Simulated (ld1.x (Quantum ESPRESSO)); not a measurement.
**LDA (PZ) TM dataset for Sn, scalar-relativistic all-electron reference.**

| Property | Result |
| --- | --- |
| Element | Sn |
| Generator | ld1.x (Quantum ESPRESSO) 7.5 |
| Type | norm-conserving Troullier–Martins (Kleinman–Bylander form) |
| Functional | LDA (PZ) |
| Relativity | scalar-relativistic |
| Frozen core | [Kr] |
| Valence charge | 14 |
| Reference configuration | 4d10 5s2 5p0 (charge +2) |
| Partial waves | 5p (bound, empty): rc 1.85 bohr; 4d (bound): rc 1.35 bohr; 5s (bound): rc 1.85 bohr |
| Local potential | the s channel |
| Core correction | Bessel-smoothed model core inside 0.90 bohr |

All-electron outer shells of the reference configuration (LDA (PZ), scalar-relativistic, ld1.x):

| shell | level (eV) | outermost node (bohr) | outermost maximum (bohr) |
| --- | --- | --- | --- |
| 4p | -107.14 | 0.41 | 0.79 |
| 4d | -43.39 | 0.39 | 0.88 |
| 5s | -26.53 | 0.98 | 1.94 |
| 5p | -18.13 | 1.08 | 2.31 |

Task: Estimate the cutoffs (Ry, on a coarse ladder) from which the occupation-weighted sum of valence levels, in a spherical-Bessel basis at the reference potential, stays within 10 and 1 mRy of its value at 400 Ry.

Result: 90 Ry and 160 Ry.

Task: What does a ghost test show?

Result: No extra level below or beside the all-electron valence levels (p, d, s, f tested).

Task: Which valence shell sets the plane-wave cutoff?

Result: 4d: its level needs 90 Ry to come within 1 mRy, against 30 Ry for 5s.

Task: Tests: 4d10 5s2 5p2; 4d10 5s2 5p1; 4d10 5s1 5p0; 4d10 5s2 5p2.3; 4d10 5s0 5p4; 4d10 5s1 5p2; 4d10 5s0 5p0. Which has the largest error in its energy relative to the reference configuration, and how large is it?

Result: 4d10 5s0 5p0, with -56 meV (all-electron minus pseudo) on +73.01 eV.
